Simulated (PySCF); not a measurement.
MgCl, SMILES [Cl][Mg+], charge +1. The structure is a stationary point at PBE-D3(BJ)/def2-TZVPD. The multiplicity is an assumed one; other spin states were not compared.

These are PBE-D3(BJ)/def2-TZVPD (PySCF) values and carry that method's errors.

Harmonic wavenumbers (cm⁻¹): 532. Rotational constants (GHz): 7.768 (linear); symmetry number 1.

Question: Work out the zero-point energy and the ideal-gas rigid-rotor harmonic-oscillator thermochemistry at 298.15 K and 1 atm.

Answer: ZPE = ½ Σ hcν = ½ × 532 cm⁻¹ = 3.18 kJ/mol. H − E(el) = 12.39 kJ/mol. Entropy in J/(mol K): translation 159.76, rotation 63.89, vibration 2.44, total 226.09. G − E(el) = -55.02 kJ/mol. Cp = 34.04 J/(mol K).
